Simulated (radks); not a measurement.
The numbers below are computed, except where a source is named.
All-electron atom: K16+ in [He] 2s1. Level of theory: scalar-relativistic Kohn-Sham, r2SCAN, spin-polarised, spherical densities, finite nucleus; open shells are filled with parallel spins first; meta-GGA in the generalised Kohn-Sham scheme; Fermi nuclear charge, rms radius 3.4349 fm (a radial shooting solver on a logarithmic mesh with Libxc functionals).

Normalised radial functions P(r) = r R(r), r in bohr:

```
   r/bohr * 2s up, o 2p up, + 3s up (the largest magnitude, 1.84, reaches the edge; | marks zero, & curves that meet)
 0.007851                             o  + *
  0.01081                             o   +  *
  0.01501                             |o   +   *
  0.02083                             |o    +    *
  0.02892                             |  o   +     *
  0.03983                             |   o  +      *
  0.05529                             |      &     *
  0.07676                             |   +   *   o
   0.1057                            +|*               o
   0.1467                  *   +      |                      o
   0.2037       *         +           |                         o
   0.2828  *               +          |                         o
   0.3894      *                     +|                   o
   0.5406                *            |         o  +
   0.7504                         *   |  o               +
    1.033                            *|o           +
    1.435                             &   +
    1.991                             &+
```

2s up: eigenvalue -1010.1 eV, 1 radial node at r = 0.108 bohr, <r> = 0.336 bohr, 90 % of the charge inside 0.512 bohr. 2p up (empty): eigenvalue -966.96 eV, 0 radial nodes, <r> = 0.290 bohr, 90 % of the charge inside 0.465 bohr. 3s up (empty): eigenvalue -409.65 eV, 2 radial nodes at r = 0.103, 0.397 bohr, <r> = 0.765 bohr, 90 % of the charge inside 1.11 bohr.
